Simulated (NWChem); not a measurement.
The numbers come from NWChem runs, not from measurements. System: tert-butanol (C4H10O), charge 0, spin multiplicity 1, at a geometry optimised with B3LYP/def2-SVP. Level: B3LYP/def2-SVP, VWN1-RPA local correlation.

Job file:

```
start mol
memory heap 200 mb stack 900 mb global 1100 mb
geometry units angstroms nocenter noautoz
  C      0.795564     0.318176    -1.264426
  C     -0.018163     0.003708     0.000000
  C      0.795564     0.318176     1.264426
  C     -0.480081    -1.454937     0.000000
  O     -1.221834     0.776256     0.000000
  H      1.711259    -0.291885    -1.323086
  H      0.189719     0.127037    -2.163496
  H      1.100925     1.378804    -1.278210
  H      0.189719     0.127037     2.163496
  H      1.711259    -0.291885     1.323086
  H      1.100925     1.378804     1.278210
  H      0.378136    -2.144296     0.000000
  H     -1.095103    -1.657543    -0.890146
  H     -1.095103    -1.657543     0.890146
  H     -0.974362     1.710685     0.000000
  symmetry group Cs
end
basis spherical
  * library def2-svp
end
dft
  xc b3lyp
  semidirect memsize 60000000 filesize 0
  iterations 100
end
task dft energy
```

Output (cleaned and shortened):

```
             Northwest Computational Chemistry Package (NWChem) 7.3.0
             --------------------------------------------------------

                                NWChem Input Module
                                -------------------

 Scaling coordinates for geometry "geometry" by  1.889725989
 (inverse scale =  0.529177249)

 Turning off AUTOSYM since
 SYMMETRY directive was detected!

                             Geometry "geometry" -> ""
                             -------------------------

 Output coordinates in angstroms (scale by  1.889725989 to convert to a.u.)

  No.       Tag          Charge          X              Y              Z
 ---- ---------------- ---------- -------------- -------------- --------------
    1 C                    6.0000     0.79556400     0.31817600    -1.26442600
    2 C                    6.0000    -0.01816300     0.00370800     0.00000000
    3 C                    6.0000     0.79556400     0.31817600     1.26442600
    4 C                    6.0000    -0.48008100    -1.45493700     0.00000000
    5 O                    8.0000    -1.22183400     0.77625600     0.00000000
    6 H                    1.0000     1.71125900    -0.29188500    -1.32308600
    7 H                    1.0000     0.18971900     0.12703700    -2.16349600
    8 H                    1.0000     1.10092500     1.37880400    -1.27821000
    9 H                    1.0000     0.18971900     0.12703700     2.16349600
   10 H                    1.0000     1.71125900    -0.29188500     1.32308600
   11 H                    1.0000     1.10092500     1.37880400     1.27821000
   12 H                    1.0000     0.37813600    -2.14429600     0.00000000
   13 H                    1.0000    -1.09510300    -1.65754300    -0.89014600
   14 H                    1.0000    -1.09510300    -1.65754300     0.89014600
   15 H                    1.0000    -0.97436200     1.71068500     0.00000000

 Effective nuclear repulsion energy (a.u.)     198.8061398076

            Nuclear Dipole moment (a.u.)
            ----------------------------
        X                 Y               Z
[...]
              MO Center= -7.1D-01,  6.0D-01, -1.0D-15, r^2= 1.9D+00
   Bfn.  Coefficient  Atom+Function         Bfn.  Coefficient  Atom+Function
  ----- ------------  ---------------      ----- ------------  ---------------
    62      0.563226   5 O  pz               65      0.430190   5 O  pz
    20     -0.198896   2 C  pz                6      0.157046   1 C  pz
    34      0.157046   3 C  pz                3      0.148473   1 C  s
    31     -0.148473   3 C  s                 4     -0.130160   1 C  px
    32      0.130160   3 C  px                2      0.100675   1 C  s

 Vector   22  Occ=0.000000D+00  E= 3.869729D-02  Symmetry=a'
              MO Center=  4.1D-01,  5.5D-01, -3.1D-16, r^2= 7.1D+00
   Bfn.  Coefficient  Atom+Function         Bfn.  Coefficient  Atom+Function
  ----- ------------  ---------------      ----- ------------  ---------------
     3      1.082472   1 C  s                31      1.082472   3 C  s
    45      0.846543   4 C  s               117     -0.655774  15 H  s
    82     -0.624908   8 H  s                97     -0.624908  11 H  s
    72     -0.580052   6 H  s                92     -0.580052  10 H  s
   102     -0.562869  12 H  s                77     -0.402522   7 H  s

 Vector   23  Occ=0.000000D+00  E= 8.843550D-02  Symmetry=a'
              MO Center= -5.6D-01,  3.0D-01, -1.4D-15, r^2= 7.1D+00
   Bfn.  Coefficient  Atom+Function         Bfn.  Coefficient  Atom+Function
  ----- ------------  ---------------      ----- ------------  ---------------
    45      1.286516   4 C  s               117      0.949688  15 H  s
     3      0.739478   1 C  s                31      0.739478   3 C  s
   107     -0.731615  13 H  s               112     -0.731615  14 H  s
    77     -0.677495   7 H  s                87     -0.677495   9 H  s
    17     -0.508754   2 C  s                59     -0.463011   5 O  s

 Vector   24  Occ=0.000000D+00  E= 9.445165D-02  Symmetry=a'
              MO Center=  1.0D+00, -1.2D-01,  4.3D-14, r^2= 6.2D+00
   Bfn.  Coefficient  Atom+Function         Bfn.  Coefficient  Atom+Function
  ----- ------------  ---------------      ----- ------------  ---------------
   102      0.859157  12 H  s                72      0.826359   6 H  s
    92      0.826359  10 H  s                82     -0.807552   8 H  s
    97     -0.807552  11 H  s                 8      0.558183   1 C  py
    36      0.558183   3 C  py               49     -0.431589   4 C  px
     7     -0.372895   1 C  px               35     -0.372895   3 C  px

 center of mass
 --------------
 x =  -0.08127916 y =   0.03333094 z =  -0.00000000

 moments of inertia (a.u.)
 ------------------
         395.775706168917          -9.302799146799          -0.000000000000
          -9.302799146799         392.323346620136          -0.000000000000
          -0.000000000000          -0.000000000000         386.539454698544

     Multipole analysis of the density
     ---------------------------------

     L   x y z        total         alpha         beta         nuclear
     -   - - -        -----         -----         ----         -------
     0   0 0 0     -0.000000    -21.000000    -21.000000     42.000000

     1   1 0 0      0.531749      0.265869      0.265869      0.000011
     1   0 1 0      0.219590      0.109794      0.109794      0.000002
     1   0 0 1     -0.000000     -0.000000     -0.000000     -0.000000

     2   2 0 0    -26.819725    -71.915823    -71.915823    117.011921
     2   1 1 0     -0.113952     -5.196211     -5.196211     10.278471
     2   1 0 1     -0.000000     -0.000000     -0.000000      0.000000
     2   0 2 0    -22.394022    -75.049013    -75.049013    127.704005
     2   0 1 1      0.000000      0.000000      0.000000      0.000000
     2   0 0 2    -24.959005    -78.365964    -78.365964    131.772922

 Task  times  cpu:        4.6s     wall:        4.6s

 Total times  cpu:        4.6s     wall:        4.6s
```
